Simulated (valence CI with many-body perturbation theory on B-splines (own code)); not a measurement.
Os⁶⁹⁺: calculated level list

Computed by valence CI with perturbative core correlation (CI+MBPT): five valence electrons over a frozen Dirac-Fock core [He], a basis of 11 s, 11 p, 10 d, 8 f, 5 g, 2 h functions for each j, with the one-electron correlation potential Σ1, the two-electron term Σ2, the three-electron term Σ3, Breit, model QED; selected CI, second order for the rest, scaled by the run's own slope (own B-spline code, finite nucleus).

No measured spectrum was set against this ion. As an estimate, large intervals hold to a few tenths of a per cent, small ones and those within an open d or f shell to about a per cent. Among the levels kept, up to 7600 cm⁻¹ of a level comes from second order outside the variational space, and about a tenth of that is noise between levels of different J, which matters for small intervals.

Levels 91 to 135 of 202, with energies above the lowest level, (2s^2 2p1/2^2 2p3/2) J=3/2. "Leading %" is the weight of the configuration and term that name the level; weights of strongly mixed levels are sums over their largest components and can fall short. In the jj column 3d3/2^4 stands for four electrons in 3d with j = 3/2.

| No. | Configuration | Term | J | E (Ry) | Leading % | Second component | Leading jj | g |
| --- | --- | --- | --- | --- | --- | --- | --- | --- |
| 91 | 2s2p³3p | ⁶P | 3/2 | 946.75 | 41 | 20 % 2s2p³3p ⁴D | 2s 2p1/2 2p3/2^2 3p1/2 (100 %) | 1.730 |
| 92 | 2s2p³3s | ⁴P° | 1/2 | 947.27 | 84 | 15 % 2s2p³3s ²P° | 2s 2p1/2 2p3/2^2 3s (100 %) | 2.326 |
| 93 | 2s2p³3p | ⁴F | 5/2 | 947.66 | 29 | 23 % 2s2p³3p ⁴P | 2s 2p1/2 2p3/2^2 3p1/2 (100 %) | 1.334 |
| 94 | 2s2p³3s | ²S° | 1/2 | 949.10 | 55 | 44 % 2s2p³3s ⁴D° | 2s 2p1/2 2p3/2^2 3s (99 %) | 1.076 |
| 95 | 2s2p³3s | ⁴S° | 3/2 | 949.30 | 37 | 26 % 2s2p³3s ²D° | 2s 2p1/2 2p3/2^2 3s (99 %) | 1.447 |
| 96 | 2s2p³3s | ⁴P° | 3/2 | 949.62 | 35 | 26 % 2s2p³3s ²D° | 2s 2p1/2 2p3/2^2 3s (99 %) | 1.361 |
| 97 | 2s2p³3s | ²D° | 3/2 | 949.83 | 58 | 17 % 2s2p³3s ⁴D° | 2s 2p1/2 2p3/2^2 3s (99 %) | 1.078 |
| 98 | 2s2p³3p | ²F | 7/2 | 950.18 | 43 | 34 % 2s2p³3p ⁴F | 2s 2p1/2 2p3/2^2 3p1/2 (100 %) | 1.201 |
| 99 | 2s2p³3s | ²D° | 5/2 | 950.19 | 84 | 11 % 2s2p³3s ⁴D° | 2s 2p1/2 2p3/2^2 3s (99 %) | 1.212 |
| 100 | 2s2p³3s | ²P° | 1/2 | 951.83 | 94 | 5 % 2s2p³3s ⁴P° | 2s 2p1/2 2p3/2^2 3s (99 %) | 0.704 |
| 101 | 2s2p³3p | ⁴P | 5/2 | 953.09 | 51 | 26 % 2s2p³3p ²D | 2s 2p1/2 2p3/2^2 3p1/2 (100 %) | 1.417 |
| 102 | 2s2p³3p | ⁴D | 1/2 | 955.36 | 71 | 22 % 2s2p³3p ²P | 2s 2p1/2 2p3/2^2 3p1/2 (100 %) | 0.273 |
| 103 | 2s2p³3p | ⁴P | 1/2 | 956.66 | 52 | 25 % 2s2p³3p ²P | 2s 2p1/2 2p3/2^2 3p1/2 (99 %) | 1.531 |
| 104 | 2s2p³3p | ²P | 3/2 | 956.89 | 28 | 27 % 2s2p³3p ⁴F | 2s 2p1/2 2p3/2^2 3p1/2 (99 %) | 1.034 |
| 105 | 2s2p³3p | ²F | 5/2 | 957.42 | 61 | 17 % 2s2p³3p ²D | 2s 2p1/2 2p3/2^2 3p1/2 (99 %) | 0.968 |
| 106 | 2s2p³3p | ²D | 3/2 | 957.68 | 36 | 36 % 2s2p³3p ⁴D | 2s 2p1/2 2p3/2^2 3p1/2 (100 %) | 1.076 |
| 107 | 2s²2p²4s | ⁴P | 1/2 | 959.66 | 45 | 32 % 2s²2p²4s ²S | 2s^2 2p1/2^2 4s (100 %) | 1.993 |
| 108 | 2s2p³3p | ²P | 3/2 | 960.98 | 40 | 24 % 2s2p³3p ²D | 2s 2p1/2 2p3/2^2 3p1/2 (99 %) | 1.170 |
| 109 | 2s2p³3p | ⁴P | 1/2 | 961.10 | 42 | 33 % 2s2p³3p ²S | 2s 2p1/2 2p3/2^2 3p1/2 (99 %) | 1.868 |
| 110 | 2s²2p²3p | ⁴D° | 7/2 | 962.69 | 65 | 34 % 2s²2p²3p ²F° | 2s^2 2p3/2^2 3p3/2 (99 %) | 1.301 |
| 111 | 2s²2p²3p | ²D° | 5/2 | 962.71 | 52 | 37 % 2s²2p²3p ⁴P° | 2s^2 2p3/2^2 3p3/2 (98 %) | 1.299 |
| 112 | 2s²2p²3p | ²P° | 1/2 | 962.79 | 53 | 35 % 2s²2p²3p ²S° | 2s^2 2p3/2^2 3p3/2 (98 %) | 1.251 |
| 113 | 2s²2p²4p | ²P° | 1/2 | 962.98 | 47 | 38 % 2s²2p²4p ⁴D° | 2s^2 2p1/2^2 4p1/2 (100 %) | 0.654 |
| 114 | 2s²2p²3p | ²P° | 3/2 | 966.61 | 61 | 14 % 2s²2p²3p ²D° | 2s^2 2p3/2^2 3p3/2 (98 %) | 1.298 |
| 115 | 2s²2p²3p | ²P° | 3/2 | 968.66 | 61 | 14 % 2s²2p²3p ²D° | 2s^2 2p3/2^2 3p3/2 (98 %) | 1.311 |
| 116 | 2s²2p²3d | ²D | 3/2 | 971.73 | 29 | 26 % 2s²2p²3d ⁴P | 2s^2 2p3/2^2 3d3/2 (99 %) | 1.164 |
| 117 | 2s²2p²3d | ⁴D | 5/2 | 971.88 | 28 | 24 % 2s²2p²3d ²F | 2s^2 2p3/2^2 3d3/2 (97 %) | 1.134 |
| 118 | 2s²2p²3d | ²F | 7/2 | 971.90 | 38 | 30 % 2s²2p²3d ²G | 2s^2 2p3/2^2 3d3/2 (99 %) | 1.077 |
| 119 | 2s²2p²3d | ⁴P | 1/2 | 972.18 | 48 | 24 % 2s²2p²3d ²P | 2s^2 2p3/2^2 3d3/2 (98 %) | 1.659 |
| 120 | 2p⁴3s | ⁴P | 5/2 | 974.67 | 65 | 31 % 2p⁴3s ²D | 2p1/2^2 2p3/2^2 3s (96 %) | 1.436 |
| 121 | 2p⁴3s | ²P | 3/2 | 975.54 | 54 | 31 % 2p⁴3s ²D | 2p1/2^2 2p3/2^2 3s (95 %) | 1.173 |
| 122 | 2s²2p²3d | ²D | 3/2 | 976.74 | 67 | 13 % 2s²2p²3d ⁴F | 2s^2 2p3/2^2 3d3/2 (96 %) | 0.819 |
| 123 | 2s²2p²4p | ²P° | 3/2 | 977.54 | 35 | 19 % 2s²2p²4p ⁴D° | 2s^2 2p1/2^2 4p3/2 (100 %) | 1.326 |
| 124 | 2s²2p²3d | ²F | 7/2 | 978.94 | 49 | 37 % 2s²2p²3d ⁴D | 2s^2 2p3/2^2 3d5/2 (96 %) | 1.231 |
| 125 | 2s²2p²3d | ⁴F | 9/2 | 978.98 | 63 | 34 % 2s²2p²3d ²G | 2s^2 2p3/2^2 3d5/2 (97 %) | 1.232 |
| 126 | 2p⁴3s | ²S | 1/2 | 980.05 | 62 | 22 % 2p⁴3s ⁴P | 2p1/2^2 2p3/2^2 3s (96 %) | 1.961 |
| 127 | 2s²2p²3d | ²P | 1/2 | 980.18 | 58 | 24 % 2s²2p²3d ²S | 2s^2 2p3/2^2 3d5/2 (97 %) | 1.196 |
| 128 | 2s²2p²4d | ²D | 3/2 | 980.24 | 43 | 32 % 2s²2p²4d ⁴F | 2s^2 2p1/2^2 4d3/2 (100 %) | 0.790 |
| 129 | 2s2p³3p | ⁶P | 7/2 | 980.92 | 49 | 30 % 2s2p³3p ⁴F | 2s 2p1/2 2p3/2^2 3p3/2 (97 %) | 1.447 |
| 130 | 2s2p³3p | ⁴P | 5/2 | 981.23 | 29 | 24 % 2s2p³3p ⁴D | 2s 2p1/2 2p3/2^2 3p3/2 (90 %) | 1.456 |
| 131 | 2s2p³3p | ⁴P | 1/2 | 981.86 | 63 | 24 % 2s2p³3p ²P | 2s 2p1/2 2p3/2^2 3p3/2 (99 %) | 1.794 |
| 132 | 2s²2p²3d | ²P | 3/2 | 982.19 | 41 | 25 % 2s²2p²3d ²D | 2s^2 2p3/2^2 3d5/2 (93 %) | 1.194 |
| 133 | 2s²2p²3d | ²D | 5/2 | 982.20 | 52 | 14 % 2s²2p²3d ²F | 2s^2 2p3/2^2 3d5/2 (89 %) | 1.217 |
| 134 | 2p⁴3p | ⁴P° | 3/2 | 982.72 | 30 | 18 % 2p⁴3p ⁴S° | 2p1/2^2 2p3/2^2 3p1/2 (97 %) | 1.439 |
| 135 | 2p⁴3p | ²D° | 5/2 | 982.85 | 35 | 26 % 2p⁴3p ⁴D° | 2p1/2^2 2p3/2^2 3p1/2 (97 %) | 1.174 |

Where two levels of one J and parity lie close, their mixing, g and order are uncertain.
